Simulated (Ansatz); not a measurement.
C4H10Si (`C/C=C\C[SiH3]`). Total charge 0; spin multiplicity 1. The geometry is a stationary point of PBE0-D4/def2-TZVP. It is one conformer, not always the lowest.

```xyz
15

C     0.929   -1.867    0.260
C     0.519   -0.824    1.242
C     0.264    0.458    0.988
C     0.300    1.138   -0.340
Si   -1.426    1.202   -1.094
H     0.190   -2.674    0.220
H     1.042   -1.475   -0.751
H     1.878   -2.328    0.552
H     0.421   -1.158    2.272
H    -0.043    1.084    1.823
H     0.962    0.632   -1.047
H     0.666    2.165   -0.238
H    -2.372    1.853   -0.148
H    -1.424    1.972   -2.369
H    -1.904   -0.179   -1.370
```

(1) What is the dipole moment at B3LYP/def2-TZVPP? (Estimate.)

(2) And with PBE, r2SCAN, ωB97M-V? (An estimate is asked.)

(3) Give the Mulliken charges with B3LYP, ωB97M-V, r2SCAN in def2-TZVPP. (Estimate.)

## Answers

(1) Ansatz gave: 0.70 D, with components (0.68, -0.15, 0.06) D in this frame, pointing from negative to positive charge.

(2) The calculation gave: PBE 0.74 D, r2SCAN 0.73 D, ωB97M-V 0.70 D.

(3) Computed: 
| atom | B3LYP | ωB97M-V | r2SCAN |
| --- | --- | --- | --- |
| C1 | -0.21 | -0.28 | -0.11 |
| C2 | -0.12 | -0.11 | -0.10 |
| C3 | -0.15 | -0.15 | -0.13 |
| C4 | -0.22 | -0.33 | -0.17 |
| Si5 | 0.29 | 0.21 | 0.30 |
| H6 | 0.09 | 0.11 | 0.06 |
| H7 | 0.07 | 0.08 | 0.04 |
| H8 | 0.09 | 0.11 | 0.05 |
| H9 | 0.10 | 0.10 | 0.07 |
| H10 | 0.11 | 0.12 | 0.09 |
| H11 | 0.09 | 0.11 | 0.07 |
| H12 | 0.09 | 0.12 | 0.07 |
| H13 | -0.07 | -0.03 | -0.07 |
| H14 | -0.08 | -0.04 | -0.08 |
| H15 | -0.07 | -0.03 | -0.07 |

B3LYP here is the variant with VWN-RPA as its local correlation; programs differ in this.
